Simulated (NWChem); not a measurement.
System: VF5; SMILES [F][V]([F])([F])([F])[F]

Results from NWChem. Structure relaxed at the PBE-D3(BJ)/def2-SVP level.

Q: Taking Hartree-Fock/pcseg-2 as the yardstick, which of these has the fewest basis functions while keeping “highest occupied level (eV)” within 0.1 eV of it: Hartree-Fock/aug-pcseg-1; Hartree-Fock/def2-SVP; Hartree-Fock/pcseg-1; Hartree-Fock/STO-3G?

A: Hartree-Fock/def2-SVP.
```tsv
level	basis functions	highest occupied level (eV)
Hartree-Fock/STO-3G	43	-11.43
Hartree-Fock/pcseg-1	101	-18.32
Hartree-Fock/def2-SVP	101	-18.01
Hartree-Fock/aug-pcseg-1	162	-17.92
Hartree-Fock/pcseg-2	206	-17.94
```

The yardstick is one finite set, not the basis-set limit.
